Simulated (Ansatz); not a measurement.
One change: `C#CO[CH2][AlH][CH3]` becomes `C#COCC`.

Ansatz, PBE0-D4/def2-TZVP geometries, multiplicity 1. Each molecule was computed in one conformer, which needn't be the lowest.

```
                                        property  `C#CO[CH2][AlH][CH3]`
           HOMO energy (ωB97M-V/def2-TZVPP) / eV                  -9.57
             LUMO energy (B3LYP/def2-TZVPP) / eV                  -1.05
           LUMO energy (ωB97M-V/def2-TZVPP) / eV                   1.00
               HOMO energy (PBE/def2-TZVPP) / eV                  -6.10
size of the dipole moment (B3LYP/def2-TZVPP) / D                   0.70
            HOMO–LUMO gap (PBE0/def2-TZVPP) / eV                   6.53
```

(1) Give the same properties after the change, and the shifts. (Best estimate.)

## Answers

(1) Computed: 
```csv
property,`C#COCC`,shift
HOMO energy (ωB97M-V/def2-TZVPP) / eV,-9.21,0.36
LUMO energy (B3LYP/def2-TZVPP) / eV,0.80,1.85
LUMO energy (ωB97M-V/def2-TZVPP) / eV,2.61,1.61
HOMO energy (PBE/def2-TZVPP) / eV,-5.66,0.44
size of the dipole moment (B3LYP/def2-TZVPP) / D,2.18,1.48
HOMO–LUMO gap (PBE0/def2-TZVPP) / eV,8.08,1.55
```

With PBE0 the HOMO rises by 0.42 eV and the LUMO rises by 1.97 eV, so the gap widens by about 1.55 eV. PBE moves the HOMO by 0.44 eV and ωB97M-V by 0.36 eV. Dipoles are sizes alone; their direction can turn.

B3LYP here is the variant with VWN-RPA as its local correlation; programs differ in this.
